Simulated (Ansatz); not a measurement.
Calculated with Ansatz (gas phase, PBE0-D4/def2-TZVP geometries, no zero-point term in ΔE). CCSD(T)/CBS is the MP2 limit (def2-TZVPP, def2-QZVPP) plus CCSD(T) − MP2 in def2-TZVPP, frozen cores. Functionals use def2-TZVPP. One conformer a species, not always the lowest.

Reaction (isomerisation): `O[SiH](O)[SiH](Cl)Cl` → `O[Si@@H](Cl)[Si@@H](O)Cl`

Task: Is it downhill or uphill in electronic energy at CCSD(T)/CBS, and by how much? (Estimate.)

Result: Ansatz gave: Nearly level: ΔE = +0.4 kJ/mol.

Task: What do these levels give: PBE-D4, r2SCAN-D4, ωB97X-V, PBE, HF/def2-TZVPP, CCSD/CBS(def2)? (An estimate is asked.)

Result: Ansatz gave: PBE-D4 -0.2, r2SCAN-D4 -0.8, ωB97X-V -0.5, PBE -0.7, HF/def2-TZVPP -1.6, CCSD/CBS(def2) 0.2 kJ/mol.

Largest T1 diagnostic among the species: 0.011.
